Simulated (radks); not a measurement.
Q: The mean radii <r> (bohr) of the occupied orbitals of an atom or ion are listed with their occupations. All-electron calculation, Dirac Kohn-Sham, PBE, spin-unpolarised, spherical densities, finite nucleus; Fermi nuclear charge, rms radius of each element as measured or else 0.836 A^(1/3) + 0.57 fm. Program: a radial shooting solver on a logarithmic mesh with Libxc functionals.

orbital  occ.      <r>
1s1/2       2  0.06959
2s1/2       2   0.3247
2p1/2       2   0.2880
2p3/2       4   0.2907
3s1/2       2    1.013
3p1/2       2    1.093
3p3/2       4    1.102
4s1/2       1    3.747
3d3/2       3    1.949

Name the element and its charge. Open shells, if any, fill j = l - 1/2 first.

A: Z = 22, titanium, charge 0: Ti in [Ar] 3d3 4s1. The 1s radius gives Z: for a bare nucleus <r> = (2 gamma + 1)/(2Z) with gamma = sqrt(1 - (Z/c)^2), 0.06759 bohr for Z = 22, and screening makes it slightly larger (0.06959 here). The occupations add up to 22, and the charge is Z minus that.
